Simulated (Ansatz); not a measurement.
```yaml
crystal:
  periodic: [false, false, false]
  atoms:
    - {symbol: F, position_ang: [-1.674270, 0.535992, 1.587467]}
    - {symbol: C, position_ang: [-1.328295, -0.264291, 0.525935]}
    - {symbol: C, position_ang: [0.169625, -0.173765, 0.297348]}
    - {symbol: F, position_ang: [0.825300, -0.781958, 1.337895]}
    - {symbol: C, position_ang: [0.630368, 1.291759, 0.299899]}
    - {symbol: F, position_ang: [1.918454, 1.393823, -0.073642]}
    - {symbol: F, position_ang: [-0.117036, 2.014937, -0.559592]}
    - {symbol: C, position_ang: [0.551196, -0.945058, -0.981139]}
    - {symbol: F, position_ang: [0.118166, -0.304117, -2.065518]}
    - {symbol: F, position_ang: [1.857733, -1.119816, -1.081678]}
    - {symbol: F, position_ang: [-0.021329, -2.155010, -0.966376]}
    - {symbol: H, position_ang: [-1.868002, 0.072115, -0.361924]}
    - {symbol: H, position_ang: [-1.594500, -1.295390, 0.763181]}
    - {symbol: H, position_ang: [0.519691, 1.701480, 1.306943]}
basis:
  gaussian: {orbitals: 6-31G, nuclear_model: gaussian}
hamiltonian: {xc: {name: HF}}
correlation: {active_space: {window: {electrons: 3, orbitals: 2}}}
```

```sh
$ ansatz run in.yaml --threads 4 --pin off --events-out ev --progress --plain --max-ram 41984MiB --backend cpu
```

Shortened log:

```
Functional definition: HF
1130 factors; integrals over basis functions are off by at most 1.6e-4 eV
mean field evaluation 1: about -23094.9713 eV, gradient 5.6e1 eV
mean field evaluation 2: about -23094.9850 eV, gradient 5.6e1 eV
mean field evaluation 4: about -23102.4437 eV, gradient 4.5e0 eV
mean field evaluation 8: about -23102.5126 eV, gradient 1.3e-1 eV
mean field -23102.51267327 eV, -849.0016812972 hartree, gradient 2.5e-6 eV, S^2 0.000000; 0 other end points of the search recorded, 0 dependent functions left out
reference -23102.51267327 eV, -849.0016812972 hartree; 45, 45 occupied and 60, 60 virtual orbitals, 1130 factors
Error: 3 electrons in 2 orbitals form no window around the highest filled level of the reference
```

Question: Something in this input is off. What?

Answer: The active space doesn't fit the electrons. The run stopped with an error.
